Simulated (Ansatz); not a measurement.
C3H9OSi (SMILES CCO[SiH]C), doublet, geometry from GFN2-xTB. Base run: CCSD/6-31G (Ansatz, a first-principles code).

Ansatz was given this input:
Ansatz 0.2 input:
```yaml
crystal:
  periodic: [false, false, false]
  atoms:
    - {symbol: C, position_ang: [2.41378070, -1.13115148, -0.46578042]}
    - {symbol: C, position_ang: [1.14726911, -0.35368402, -0.78233997]}
    - {symbol: O, position_ang: [0.50680121, 0.00475492, 0.41959238]}
    - {symbol: Si, position_ang: [-0.86703288, 0.83762587, 0.64892059]}
    - {symbol: C, position_ang: [-2.40107071, -0.01794513, -0.08047721]}
    - {symbol: H, position_ang: [2.91815378, -1.41450380, -1.38608488]}
    - {symbol: H, position_ang: [2.16642389, -2.02754711, 0.09706671]}
    - {symbol: H, position_ang: [3.08205162, -0.51975112, 0.13506892]}
    - {symbol: H, position_ang: [1.38950688, 0.55388138, -1.34926984]}
    - {symbol: H, position_ang: [0.46825986, -0.96490865, -1.38983032]}
    - {symbol: H, position_ang: [-0.74435096, 2.20508153, 0.13574560]}
    - {symbol: H, position_ang: [-2.50886585, -1.03598343, 0.28527433]}
    - {symbol: H, position_ang: [-3.30883863, 0.52110194, 0.17034644]}
    - {symbol: H, position_ang: [-2.33816445, -0.06548864, -1.16835862]}
basis:
  gaussian:
    orbitals: 6-31G
magnetization: {spin_polarized: true, initial_magnetization: 1}
correlation: {method: ccsd}
```

Variants of this job, named by their change:

| change | ΔE vs base (kcal/mol) | MP2 correlation (Eh) | CC correlation without the perturbative part (Eh) | basis functions | core-seconds (rough) |
|---|---|---|---|---|---|
| base | 0.000 | -0.43404 | -0.48533 | 67 | 8 |
| fitting = cc-pVTZ-JKFIT (mean field), cc-pVTZ-RIFIT (correlation) | 0.025 | -0.43402 | -0.48532 | 67 | 8 |
| method = ccsd_t | -6.42 | -0.43404 | -0.48533 | 67 | 10 |
| reference functional = pbe0 | 2.58 | - | -0.49807 | 67 | 10 |
| accuracy = high | -0.015 | -0.43404 | -0.48533 | 67 | 30 |
| method = bccd_t | -6.50 | -0.43404 | -0.48439 | 67 | 20 |
| electrons = outside_noble_gas | 0.000 | -0.43404 | -0.48533 | 67 | 10 |
| lower_state_search = off | 0.000 | -0.43404 | -0.48533 | 67 | 9 |
| diis_vectors = 4 | 0.000 | -0.43404 | -0.48533 | 67 | 10 |
| method = mp2 | 32.19 | -0.43404 | - | 67 | 2 |
